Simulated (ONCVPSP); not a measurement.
Cutoff test, silicon (Si), ONCV

```json
{"Element": "silicon", "Generator": "ONCVPSP 4.0.1", "Type": "optimised norm-conserving Vanderbilt (ONCV)", "Functional": "BLYP", "Relativity": "scalar-relativistic", "Frozen core": "[Ne]", "Valence charge": "4", "Reference configuration": "3s2 3p1.5 (charge +0.5)", "Partial waves": "3s: rc 1.75 bohr, ncon 3, nbas 7, qcut 3.4 1/bohr, 1 projector; 3p: rc 2.00 bohr, ncon 4, nbas 7, qcut 3.4 1/bohr, 2 projectors, debl 3.2 Ha", "Local potential": "polynomial inside 1.40 bohr (lpopt 1, dvloc0 2 Ha)", "Core correction": "Teter function, fcfact 4.75, rcfact 1.35"}
```

Q: For each optimised wave give the share of its norm inside rc, the residual kinetic energy above qcut (Ha) and the cutoffs (Ha) for errors of 10, 1, 0.1 and 0.01 mHa per electron.

A:

```json
{"wave": "3s", "norm inside rc": "0.368", "residual KE": "2.7e-03", "10 mHa": "4.3", "1 mHa": "11.2", "0.1 mHa": "42.6", "0.01 mHa": "81.0"}
{"wave": "3p", "norm inside rc": "0.319", "residual KE": "2.2e-04", "10 mHa": "2.2", "1 mHa": "3.4", "0.1 mHa": "10.0", "0.01 mHa": "31.6"}
{"wave": "p projector 2", "norm inside rc": "0.156", "residual KE": "1.6e-02", "10 mHa": "6.8", "1 mHa": "11.3", "0.1 mHa": "32.3", "0.01 mHa": "42.6"}
```

The occupied waves need 11 Ha and 43 Ha for 1 and 0.1 mHa.
